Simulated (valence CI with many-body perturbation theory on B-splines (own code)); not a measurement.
The numbers below are computed, except where a source is named.
Level structure of Eu³¹⁺

Method: relativistic CI+MBPT: four valence electrons over a frozen Dirac-Fock core [Ar] 3d10, a basis of 11 s, 11 p, 10 d, 8 f, 5 g, 2 h functions for each j, with the one-electron correlation potential Σ1 (screened to all orders), the two-electron term Σ2, the three-electron term Σ3, Breit, model QED; selected single and double excitations, second order for the rest, scaled by the run's own slope (own B-spline code, finite nucleus).

The last digits are not significant, and no measured levels were compared; by estimate large intervals hold to a few tenths of a per cent, small ones and those within an open d or f shell to about a per cent. Among the levels kept, up to 380 cm⁻¹ of a level comes from second order outside the variational space, and about a tenth of that is noise between levels of different J, which matters for small intervals.

Levels 181 to 185 of 185, with energies above the lowest level, (4s^2 4p1/2^2) J=0. "Leading %" is the weight of the configuration and term that name the level; weights of strongly mixed levels are sums over their largest components and can fall short. In the jj column 3d3/2^4 stands for four electrons in 3d with j = 3/2.

```json
{"No.": "181", "Configuration": "4s 4p2 4f", "Term": "3F°", "J": "4", "E (Ry)": "29.926", "Leading %": "30", "g": "1.176", "Second component": "25 % 4s 4p2 4f 3G°", "Leading jj": "4s 4p1/2 4p3/2 4f7/2 (71 %)"}
{"No.": "182", "Configuration": "4s 4p2 4f", "Term": "3G°", "J": "3", "E (Ry)": "29.926", "Leading %": "27", "g": "1.065", "Second component": "11 % 4s 4p 4d2 3F°", "Leading jj": "4s 4p1/2 4d5/2^2 (27 %)"}
{"No.": "183", "Configuration": "4s 4p 4d2", "Term": "3G°", "J": "4", "E (Ry)": "30.116", "Leading %": "41", "g": "1.079", "Second component": "10 % 4s 4p 4d2 1G°", "Leading jj": "4s 4p1/2 4d5/2^2 (44 %)"}
{"No.": "184", "Configuration": "4s 4p 4d2", "Term": "3D°", "J": "1", "E (Ry)": "30.134", "Leading %": "39", "g": "0.877", "Second component": "12 % 4s 4p 4d2 3P°", "Leading jj": "4s 4p1/2 4d3/2 4d5/2 (46 %)"}
{"No.": "185", "Configuration": "4s 4p2 4f", "Term": "3D°", "J": "3", "E (Ry)": "30.144", "Leading %": "41", "g": "1.102", "Second component": "25 % 4s 4p2 4f 3G°", "Leading jj": "4s 4p1/2 4p3/2 4f7/2 (51 %)"}
```
